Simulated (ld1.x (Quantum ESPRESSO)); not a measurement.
# Which setting gave this result? (Co, TM)

Base potential:

| Quantity | Value |
| --- | --- |
| Element | Co (Z = 27) |
| Generator | ld1.x (Quantum ESPRESSO) 7.5 |
| Type | norm-conserving Troullier–Martins (Kleinman–Bylander form) |
| Functional | BP86 |
| Relativity | scalar-relativistic |
| Frozen core | [Ne] |
| Valence charge | 17 |
| Reference configuration | 3s2 3p6 3d7 4s2 4p0 |
| Partial waves | 3p (bound): rc 1.05 bohr; 3d (bound): rc 1.55 bohr; 3s (bound): rc 1.20 bohr |
| Local potential | the s channel |
| Core correction | none |

Occupied shells without a wave of their own: 4s. They enter only through the test configuration that unscreens the potential.

Cutoffs, loose and tight: the cutoffs (Ry, on a coarse ladder) from which the occupation-weighted sum of valence levels, in a spherical-Bessel basis at the reference potential, stays within 10 and 1 mRy of its value at 400 Ry. They do not see the model core or the augmentation charge, which bear on the density cutoff. Test errors are all-electron minus pseudo excitation energies from the reference, over the configurations 3s2 3p6 3d7 4s1 4p0; 3s2 3p6 3d7 4s0 4p0; 3s2 3p6 3d6 4s0 4p0; 3s2 3p6 3d7 4s1.5 4p0; 3s1 3p6 3d7 4s2 4p0; 3s2 3p6 3d7 4s0 4p2; 3s2 3p6 3d7 4s0 4p1; variants that change the core or the reference have their own tests.

Only the scale of all radii (base = 1) is moved (2 further runs of the sweep failed or gave no value and are left out):

| scale of all radii (base = 1) | cutoff, loose | cutoff, tight | bound ghosts | largest test error (meV) |
| --- | --- | --- | --- | --- |
| 0.75 | 180 Ry | over 300 Ry | none | -683 |
| 0.85 | 160 Ry | 260 Ry | none | -1527 |
| 0.94 | 140 Ry | 230 Ry | none | -2383 |
| 0.97 | 120 Ry | 200 Ry | none | -3131 |
| 1.05 | 110 Ry | 180 Ry | none | -4532 |
| 1.24 | 80 Ry | 140 Ry | none | -8659 |

Question: One more run gave cutoff, loose: 90 Ry; cutoff, tight: 160 Ry; bound ghosts: none; largest test error (meV): -6797. Which value of the scale of all radii (base = 1) was used?

Answer: 1.17. The loose cutoff moves one way along this sweep, from 180 Ry at 0.75 to 80 Ry at 1.24, which places the run between 1.05 and 1.24.
